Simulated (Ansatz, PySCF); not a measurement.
Zn(SH)(SMe) (CH4S2Zn), SMILES [Zn]([S]C)[SH]. Atoms are numbered in the order given.

```xyz
8

Zn    -0.1387     0.7531     0.2584
S     -1.6647     2.2971     0.4229
H     -2.6619     1.3879     0.5195
S      1.3917    -0.7801     0.0951
C      1.4925    -0.9669    -1.7224
H      0.5444    -1.3099    -2.1594
H      2.2532    -1.7364    -1.9144
H      1.8130    -0.0406    -2.2188
```
Charge 0, spin multiplicity 1.

Coordinates come from a PBE0-D3(BJ)/def2-SVP optimisation. The values are those of a single conformer.

Two levels are set side by side: PBE-D3(BJ)/def2-SVP (Ansatz, a program for electronic structure) and PBE0-D3(BJ)/def2-SVP (Ansatz). Each level has its own optimised geometry; the coordinates shown are those of the second. Frequencies come from the Hessian of PySCF at each geometry. Differences are taken from unrounded values.

```
quantity                            PBE0-D3(BJ)  PBE-D3(BJ)  PBE-D3(BJ) minus PBE0-D3(BJ)
----------------------------------  -----------  ----------  ----------------------------
mean bond length (Å)                      1.547       1.556                         0.009
bond Zn1–S2 (Å)                           2.177       2.184                         0.007
bond Zn1–S4 (Å)                           2.172       2.178                         0.006
bond S4–C5 (Å)                            1.830       1.846                         0.016
bond S2–H3 (Å)                            1.353       1.365                         0.012
bond C5–H6 (Å)                            1.099       1.107                         0.008
bond C5–H7 (Å)                            1.099       1.107                         0.008
bond C5–H8 (Å)                            1.099       1.107                         0.008
highest harmonic wavenumber (cm⁻¹)         3178        3086                           -93
mean harmonic wavenumber (cm⁻¹)            1166        1128                           -38
zero-point energy (kcal/mol)              30.01       29.03                         -0.98
```

Exact exchange shortens and stiffens bonds; PBE has none. Differences between two approximate levels are no errors against the true value.
